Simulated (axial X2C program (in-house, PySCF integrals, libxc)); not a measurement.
# NaFe⁺: from Re and ωe to a spectrum

A bond curve at the PBE0 level, 2c, was computed with an axial X2C code built on PySCF integrals (basis Fe dyall-cv3z [9s10p6d3f2g], Na dyall-cv3z [9s8p5d2f] (cores contracted in-house)) for the state Ω = 2 (⟨Sz⟩ = 2.00, ⟨Lz⟩ = 0.00 at PBE0). Its fit gives Re = 3.1187 Å, ωe = 136.6 cm⁻¹, ωexe = 0.925 cm⁻¹ and αe = 9.707e-04 cm⁻¹; the masses are 55.9349 and 22.9898 u. Two-component means X2C with spin–orbit coupling and atomic mean-field Coulomb and Gaunt terms.

Find the reduced mass, Be and the force constant.

From the PBE0 values: μ = 16.2932 u. Be = 16.8576/(μ Re²) = 0.1064 cm⁻¹. k = 5.8918×10⁻⁷ μ ωe² = 0.179 mdyn/Å.

Estimate the centrifugal constant by the Kratzer relation.

D = 4Be³/ωe² = 2.58e-07 cm⁻¹.

Where do the fundamental and the first overtone lie?

ν(1←0) = ωe − 2ωexe = 134.8 cm⁻¹; ν(2←0) = 2ωe − 6ωexe = 267.6 cm⁻¹.

A Morse curve ties αe to the other constants (Pekeris). How well does that hold?

αe(Morse) = 6Be²/ωe × (√(ωexe/Be) − 1) = 9.686e-04 cm⁻¹; the PBE0 curve gives 9.707e-04 cm⁻¹, a ratio of 1.00.

One determinant describes the state; a PBE0 search over occupations chose it and may have missed a lower one. Density functionals use the spin component along the axis (collinear). Other states lie close and PBE0, whose exact exchange favours high spin, may order them wrongly; the determinant shown need not be the ground state. The nearest other 2c determinant of the search, Ω = 3, lies 0.03 eV up at the distance of the search. With several unpaired electrons one determinant need not be a pure state. Open-shell Ω = 0 determinants with evenly filled partner blocks cannot be reached by this program, so the Ω shown need not be the lowest component.
